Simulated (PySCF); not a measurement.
**Electron correlation in Ge (germanium, neutral)**

[Ar] 3d10 4s2 4p2, high-spin 3P determinant. Computed with PySCF 2.14 in def2-TZVPPD (7s5p5d1f, 54 functions), with no relativity, point nucleus. Frozen: [Ar] 3d10; 4 electrons correlated.

```
  level  correlation energy (mhartree)
   CCSD                         -64.83
    (T)                          -1.82
CCSD(T)                         -66.65
  CCSDT                         -67.16
```

Diagnostics: T1 = 0.0094, D1 = 0.0250, largest double amplitude 0.095.

Cost of the coupled-cluster step: of the order of 1.8 core-seconds, for 4 correlated electrons.

Iterations:

```
CC2 = 0
CCSD nocc = (np.int64(3), np.int64(1)), nmo = (40, 40)
frozen orbitals [[0, 1, 2, 3, 4, 5, 6, 7, 8, 9, 10, 11, 12, 13], [0, 1, 2, 3, 4, 5, 6, 7, 8, 9, 10, 11, 12, 13]]
max_cycle = 100
direct = 0
conv_tol = 1e-08
conv_tol_normt = 1e-06
diis_space = 8
diis_start_cycle = 0
Init t2, MP2 energy = -0.0499940530019151
Init E_corr(UCCSD) = -0.049994053002194
cycle = 1  E_corr(UCCSD) = -0.0603866550075981  dE = -0.010392602  norm(t1,t2) = 0.0480049
cycle = 2  E_corr(UCCSD) = -0.063179549730992  dE = -0.00279289472  norm(t1,t2) = 0.0181711
cycle = 3  E_corr(UCCSD) = -0.0648315187662513  dE = -0.00165196904  norm(t1,t2) = 0.00839612
cycle = 4  E_corr(UCCSD) = -0.0648263897322584  dE = 5.12903399e-06  norm(t1,t2) = 0.0016443
cycle = 5  E_corr(UCCSD) = -0.0648356184659736  dE = -9.22873372e-06  norm(t1,t2) = 0.000240689
cycle = 6  E_corr(UCCSD) = -0.064832753637446  dE = 2.86482853e-06  norm(t1,t2) = 5.45727e-05
cycle = 7  E_corr(UCCSD) = -0.0648341949980432  dE = -1.4413606e-06  norm(t1,t2) = 8.77771e-06
cycle = 8  E_corr(UCCSD) = -0.0648337488855217  dE = 4.46112521e-07  norm(t1,t2) = 2.08326e-06
cycle = 9  E_corr(UCCSD) = -0.0648337993845991  dE = -5.04990774e-08  norm(t1,t2) = 4.0057e-07
cycle = 10  E_corr(UCCSD) = -0.0648338051431445  dE = -5.7585454e-09  norm(t1,t2) = 9.71604e-08
UCCSD converged
E(UCCSD) = -2075.386123117877  E_corr = -0.06483380514314452
UCCSD(T) correction = -0.0018197209038098
```
